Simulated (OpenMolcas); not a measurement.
## Ions of charge +3 along the 4d row on the Y site of Cs2NaYF6

```yaml
Program: OpenMolcas 26.06
Method: CASSCF
Spin-orbit_coupling: state interaction with AMFI integrals over the reference wave functions
```

The d shell is active. Each dopant is a cluster with its nearest anions in model potentials and point charges, with no relaxation. Distances were set from a Shannon-type radius of the metal (high-spin where two are listed) plus a fixed donor radius (F 1.31 Å), in hosts weighted 0.65 to 0.35 with the host's distance in the model lattice. Ligand basis ANO-RCC-VDZP, DKH2 Hamiltonian. States (labels of O, the rotations of Oh). Energies in cm-1 above the lowest state or level, χT in cm3 K/mol; under a threefold ground state the first gap can be a small split of the lowest multiplet, not the spin-orbit step; 10Dq and B are least-squares fits to the states below 45000 cm-1, weighted by degeneracy, with a free offset, and given where the rms deviation is under 5 % of |10Dq| (or 100 cm-1) and under 700 cm-1. Spin-only χT is S(S+1) / 2 for the spin of the ground state.

```csv
Ion,Shell,R (Å),Metal basis,Ground state,First state of that spin,10Dq,B (rms of fit),First gap with spin-orbit (degeneracies),χT at 300 K,First state of another spin,Spin-only χT
Nb3+,4d2,2.082,ANO-RCC-VTZP,3T1,3T2 24275,25809,690 (88),"22.1 (2, 3)",0.461,1E 9909,1.000
Mo3+,4d3,2.062,ANO-RCC-VTZP,4A2,4T2 24047,23916,736 (60),"14505 (4, 4)",1.766,2E 14582,1.875
Ru3+,4d5,2.056,ANO-RCC-VTZP,6A1,,19994,794 (199),"107.1 (2, 4)",3.995,2T2 2408,4.375
Rh3+,4d6,2.046,ANO-RCC-VTZP,1A1,1T1 16629,19038,795 (220),"8162 (1, 2)",0.049,5T2 9167,0.000
Pd3+,4d7,2.108,ANO-RCC-VTZP,4T1,4T2 14186,16133,815 (338),"158.7 (2, 4)",2.260,2E 419.3,1.875
Ag3+,4d8,2.101,ANO-RCC-VTZP,3A2,3T2 15947,15661,921 (114),"11622 (3, 2)",1.298,1E 12287,1.000
```

Among the 6 ions with a close fit, |10Dq| is smallest for Ag3+ (15661 cm-1) and largest for Nb3+ (25809 cm-1). The error differs from ion to ion, so this order need not be the real one.

B goes from 690 cm-1 (Nb3+) to 921 cm-1 (Ag3+).

Below the highest spin of the shell: Rh3+. χT departs most from the spin-only value for Nb3+, by -0.539 cm3 K/mol.

Without dynamic correlation the repulsion within the d shell is too large (B by tens of per cent), so at a given field states of lower spin stand too high. With metal d orbitals alone the field can be off either way by tens of per cent. Ligand-to-metal charge-transfer states are missing. With no ligand orbital active B as a rule stays too high, so bands that hang on it stand too high and its fall with covalency is understated. An orbital triplet at a regular site is open to Jahn-Teller coupling, which can distort the site and quench the lowest spin-orbit gaps and is left out (holds for Nb3+; Pd3+). The least metal-like active orbital is 84 % on the metal (Löwdin) and no ligand orbital is active, so the numbers are rough (holds for Nb3+; Mo3+). This shell can be high or low spin here, a state of another spin lies low, and with metal d orbitals alone active their balance is uncertain, so the ground spin may be wrong (holds for Ru3+; Pd3+). This shell can be high or low spin here, a state of another spin lies low, and with metal d orbitals alone active their balance is uncertain, so the ground spin may be wrong, although the usual error favours high spin (holds for Rh3+). The least metal-like active orbital is 80 % on the metal (Löwdin) and no ligand orbital is active, so the numbers are rough (holds for Rh3+). The least metal-like active orbital is 81 % on the metal (Löwdin) and no ligand orbital is active, so the numbers are rough (holds for Pd3+). Real 4d8 and 5d8 ions are as a rule square planar and diamagnetic (holds for Ag3+). The least metal-like active orbital is 75 % on the metal (Löwdin) and no ligand orbital is active, so the numbers are rough (holds for Ag3+). No measured value stands beside these numbers; the geometry was set by hand and not optimised.
